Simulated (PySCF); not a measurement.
An equivalent PySCF input for Xe⁺ (xenon, charge +1), [Kr] 4d10 5s2 5p5, 2P determinant, with the spin-free X2C one-electron Hamiltonian (Gaussian nucleus):

```python
from pyscf import gto, scf, dft, mp, cc
import basis_set_exchange as bse
mol = gto.M(atom="Xe 0 0 0", charge=1, spin=1, symmetry="D2h",
            basis=gto.basis.parse(bse.get_basis("x2c-TZVPall", elements=["Xe"], fmt="nwchem", header=False)),
            nucmod="G")
mf = dft.UKS(mol, xc="TPSS").sfx2c1e()
mf.irrep_nelec = {'Ag': (9, 9), 'B1g': (2, 2), 'B2g': (2, 2), 'B3g': (2, 2), 'B1u': (4, 4), 'B2u': (4, 4), 'B3u': (4, 3)}
mf.kernel()
```

It reaches the same state as the run whose output follows, with an energy that differs only through the grid. The run itself started from symmetry-adapted Hartree-Fock orbitals and held the occupation by maximum overlap, on a logarithmic radial grid, so the iterations belong to that start.

```
SCF conv_tol = 1e-09
number electrons alpha = 27  beta = 26
XC functionals = TPSS
    J. Tao, J. P. Perdew, V. N. Staroverov, and G. E. Scuseria.,  Phys. Rev. Lett. 91, 146401 (2003)
    J. P. Perdew, J. Tao, V. N. Staroverov, and G. E. Scuseria.,  J. Chem. Phys. 120, 6898 (2004)
    J. Tao, J. P. Perdew, V. N. Staroverov, and G. E. Scuseria.,  Phys. Rev. Lett. 91, 146401 (2003)
    J. P. Perdew, J. Tao, V. N. Staroverov, and G. E. Scuseria.,  J. Chem. Phys. 120, 6898 (2004)
cycle= 1 E= -7445.65950988933  delta_E= -0.0109  |g|= 0.0398  |ddm|= 0.266
cycle= 2 E= -7445.65975269938  delta_E= -0.000243  |g|= 0.0096  |ddm|= 0.067
cycle= 3 E= -7445.65977953326  delta_E= -2.68e-05  |g|= 0.00662  |ddm|= 0.0247
cycle= 4 E= -7445.65978682906  delta_E= -7.3e-06  |g|= 0.000218  |ddm|= 0.00636
cycle= 5 E= -7445.65978685625  delta_E= -2.72e-08  |g|= 3.15e-05  |ddm|= 0.000553
cycle= 6 E= -7445.65978685692  delta_E= -6.66e-10  |g|= 5.78e-06  |ddm|= 8.33e-05
converged SCF energy = -7445.65978685692  <S^2> = 0.7523235  2S+1 = 2.0023222
```
